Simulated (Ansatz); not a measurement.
A nudged elastic band was laid between two geometries of BrH + CH6Sn (10 atoms, charge 0, multiplicity 1).

These are results of RKS PBE/def2-SVP (Ansatz), not measurements.

```
movable images  : 7
climbing image  : yes
spring          : 5.0 eV/Å²
optimiser       : quadratic models (default)
start path      : through a guess of the saddle point
force threshold : 0.05 eV/Å
iteration limit : 32
end points      : relaxed
```

Image 0:

```xyz
10
Properties=species:S:1:pos:R:3
Sn -0.114 -0.133 0.256
C -0.446 -0.269 2.393
H -1.520 -0.440 2.596
H 0.144 -1.106 2.811
H -0.126 0.678 2.867
H 1.527 0.403 -0.020
H -1.164 1.028 -0.476
H -0.296 -1.666 -0.524
Br 2.229 3.059 1.716
H 2.045 1.883 0.884
```

Image 8:

```xyz
10
Properties=species:S:1:pos:R:3
Sn 0.690 0.511 -0.789
C -0.362 0.040 3.190
H -1.269 0.196 2.576
H -0.005 -1.000 3.063
H -0.608 0.216 4.254
H 1.141 0.566 -2.452
H -0.919 1.072 -0.532
H 0.968 -1.039 -0.088
Br 2.218 2.130 0.408
H 0.429 0.745 2.873
```

Problem. What changes between the two ends?

Solution. Bonds broken: Sn1–C2, Br9–H10. Bonds formed: Sn1–Br9, C2–H10. BrH + CH6Sn becomes BrH3Sn + CH4.

Problem. Give the energies along the band, and the barrier.

Solution. It converged. The highest image is number 4 of 0 to 8, 24.9 kcal/mol above the first end and 53.5 kcal/mol above the last; the last end lies 28.6 kcal/mol below the first. Neighbouring images differ by up to 1.6 eV, so the band resolves the path poorly. A vibrational analysis at the climbing image gives one clearly imaginary mode, 878i cm⁻¹: a first-order saddle point. The orbitals stay closed-shell, which can raise the energy where a bond breaks towards radicals; this wasn't checked here.

```tsv
image	path coordinate (Å)	energy (kcal/mol)	Sn1–C2 (Å)	Br9–H10 (Å)	Sn1–Br9 (Å)
0	0.00	0.0	2.17	1.45	4.22
1	0.93	0.9	2.17	1.44	4.29
2	1.86	2.1	2.18	1.44	4.18
3	2.79	6.9	2.21	1.46	3.56
4	3.72	24.9	2.41	1.82	3.08
5	5.15	-13.0	3.20	2.36	2.60
6	6.58	-27.8	4.05	2.88	2.53
7	8.01	-28.6	4.44	3.34	2.53
8	9.44	-28.6	4.14	3.35	2.53
```

Problem. What is the geometry of the highest image?

Solution. 
```xyz
10
Properties=species:S:1:pos:R:3
Sn 0.241 0.147 -0.001
C -0.037 0.055 2.389
H -1.136 -0.074 2.335
H 0.477 -0.920 2.497
H 0.165 0.623 3.326
H 1.864 -0.116 -0.489
H -0.766 1.317 -0.747
H -0.594 -1.393 -0.033
Br 1.468 2.646 1.323
H 0.600 1.151 1.905
```

The run took 14 min on 2 threads of Intel(R) Xeon(R) Processor @ 2.50GHz (Skylake/Cascade Lake) (shared host), peak memory 0.17 GiB.
